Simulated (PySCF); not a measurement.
## How methods differ on the excitation energy of Al

Al [Ne] 3s2 3p1 (2P) → Al [Ne] 3s2 4s1 (2S), as a difference of total energies. Computed with PySCF 2.14 in dyall-acv3z (19s12p6d4f, 113 functions), with scalar relativity by spin-free X2C-1e. Correlated levels: valence and next inner shell: 1s2 frozen; virtual orbitals above 40 to 60 times the deepest correlated orbital energy dropped. The calculations carry no spin-orbit coupling.

```
                                method  excitation energy (eV)  error (eV)
                                   UHF                   2.977      -0.156
    MP2 (valence and next inner shell)                   3.028      -0.105
SCS-MP2 (valence and next inner shell)                   3.038      -0.095
   CCSD (valence and next inner shell)                   3.118      -0.015
CCSD(T) (valence and next inner shell)                   3.119      -0.014
```

Reference: 3.133 eV (measured; NIST levels, between the centres of gravity of the two terms).

Errors of the correlated levels include the incompleteness of this basis and the frozen core.
